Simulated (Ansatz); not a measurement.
Ideal-gas functions of `Cl[B-](Cl)(Cl)[AsH3+]` at 400 K and 1 bar, from an Ansatz frequency run at PBE0-D4/def2-TZVP.

Molar mass 195.12 g/mol, point group C3v (symmetry number 3), electronic degeneracy 1, moments of inertia 335.911, 479.028, 479.029 u Å². Harmonic wavenumbers (cm⁻¹, unscaled): 104, 104, 143, 171, 229, 229, 382, 433, 433, 555, 798, 798, 894, 992, 992, 2296, 2326, 2326.

Use S(trans) = R[1.5 ln M + 2.5 ln T − 1.1517]; rotational temperatures θ = 24.2544 K / I; S(rot) = R[ln(√π/σ · √(T³/θAθBθC)) + 1.5]; for each mode x = 1.438777 ν̃/T, S = R[x/(eˣ − 1) − ln(1 − e⁻ˣ)] and H = RT x/(eˣ − 1); 1 cm⁻¹ = 0.0119627 kJ/mol; R = 8.31446 J/(mol·K).

Q: By hand: the entropy, in J/(mol·K).

A: Translation 180.7. Rotation: θ = 0.0722, 0.0506, 0.0506 K, giving 118.6. Vibration, mode by mode: 16.54, 16.54, 13.93, 12.49, 10.16, 10.16, 6.30, 5.42, 5.42, 3.82, 1.92, 1.92, 1.46, 1.10, 1.10, 0.02, 0.02, 0.02, in all 108.3. Electronic 0.0. Sum 407.6 J/(mol·K).

Q: By hand: H − E and G − E in kJ/mol, counted from the electronic energy.

A: Zero-point energy ½ × 14205 × 0.0119627 = 85.0; thermal vibration 22.4; translation, rotation and pV give 4 RT = 13.3. H − E = 120.7 kJ/mol, and G − E = 120.7 − 400 × 407.6/1000 = -42.3 kJ/mol.

Vibration gives 27 % of the entropy, 47.0 J/(mol·K) of it from the modes under 150 cm⁻¹: soft modes count most, and the harmonic formula is weakest for them.
